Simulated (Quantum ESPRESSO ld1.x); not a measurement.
Results of a calculation; reference values are marked as such.
Problem. All-electron atom: Kr20+ in [Ne] 3s2 3p4. Level of theory: non-relativistic Kohn-Sham, LDA (Slater exchange, Perdew-Zunger correlation), spin-polarised, spherical densities, point nucleus; open shells are filled with parallel spins first (ld1.x of Quantum ESPRESSO 7.5). Some entries of the table are withheld. Estimate them.

orbital,occ.,eigenvalue (hartree),<r> (bohr),r(max) (bohr)
1s up,1,-540.285,0.04251,0.02808
1s down,1,-540.186,0.04250,0.02808
2s up,1,-95.9478,0.1862,0.1578
2s down,1,-95.8572,0.1861,0.1578
2p up,3,-89.9088,0.1603,0.1246
2p down,3,-89.7991,0.1602,0.1247
3s up,1,(1),(2),0.4400
3s down,1,(3),(4),0.4402
3p up,3,(5),0.4567,0.4223
3p down,1,(6),0.4577,0.4225

Solution. 
(1) 3s up eigenvalue (hartree): -33.7706
(2) 3s up <r> (bohr): 0.4709
(3) 3s down eigenvalue (hartree): -33.5003
(4) 3s down <r> (bohr): 0.4719
(5) 3p up eigenvalue (hartree): -31.6889
(6) 3p down eigenvalue (hartree): -31.4149
